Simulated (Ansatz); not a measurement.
`[SiH3]BCl` + `C=O` → `O=CB[SiH3]` + HCl  (formal exchange of groups at a B–Cl bond)

Calculated with Ansatz (gas phase, PBE0-D4/def2-TZVP geometries, no zero-point term in ΔE). CBS: MP2 limit from def2 TZ/QZ plus the TZ coupled-cluster correction, frozen cores. This one scheme is used for every species. DFT in def2-TZVPP. HSE06 is defined as in plane-wave codes. Each species was taken in one conformer, which may not be the lowest.

```json
{"level": "LDA (SPW92)", "ΔE (kcal/mol)": "16.8", "difference from CCSD(T)/CBS": "-5.6"}
{"level": "r2SCAN-D4", "ΔE (kcal/mol)": "19.8", "difference from CCSD(T)/CBS": "-2.6"}
{"level": "B97M-V", "ΔE (kcal/mol)": "20.7", "difference from CCSD(T)/CBS": "-1.7"}
{"level": "PBE0-D4", "ΔE (kcal/mol)": "21.4", "difference from CCSD(T)/CBS": "-1.0"}
{"level": "r2SCANh-D4", "ΔE (kcal/mol)": "20.8", "difference from CCSD(T)/CBS": "-1.6"}
{"level": "BHLYP-D4", "ΔE (kcal/mol)": "24.3", "difference from CCSD(T)/CBS": "1.9"}
{"level": "B2PLYP", "ΔE (kcal/mol)": "22.4", "difference from CCSD(T)/CBS": "0.0"}
{"level": "HSE06", "ΔE (kcal/mol)": "21.6", "difference from CCSD(T)/CBS": "-0.8"}
{"level": "CAM-B3LYP", "ΔE (kcal/mol)": "22.4", "difference from CCSD(T)/CBS": "0.0"}
{"level": "MP2/def2-TZVPP", "ΔE (kcal/mol)": "23.3", "difference from CCSD(T)/CBS": "0.9"}
{"level": "CCSD(T)/CBS", "ΔE (kcal/mol)": "22.4", "difference from CCSD(T)/CBS": "0"}
```

What do rigid-rotor, harmonic-oscillator terms from PBE0-D4/def2-TZVP frequencies (298.15 K, 1 bar) make of the CCSD(T)/CBS value? (An estimate is asked.)

Computed: ΔZPE = -1.7 kcal/mol, ΔH = +21.1 kcal/mol, ΔS = -14 J/(mol·K), ΔG = +22.1 kcal/mol. Modes under 50 cm⁻¹ make the entropy rough.

Largest T1 diagnostic among the species: 0.021, so the coupled-cluster value is less sure than usual.

From PBE to PBE0 (25 % exact exchange), in def2-TZVPP and without D4, ΔE moves by +2.5 kcal/mol. Leaving LDA and LC-ωPBE aside and taking each functional with its dispersion term where it has one, the values, not all of them listed here, spread over 5.4 kcal/mol, from PBE-D4 to BHLYP-D4. LDA lies −2.3 kcal/mol from PBE without D4.
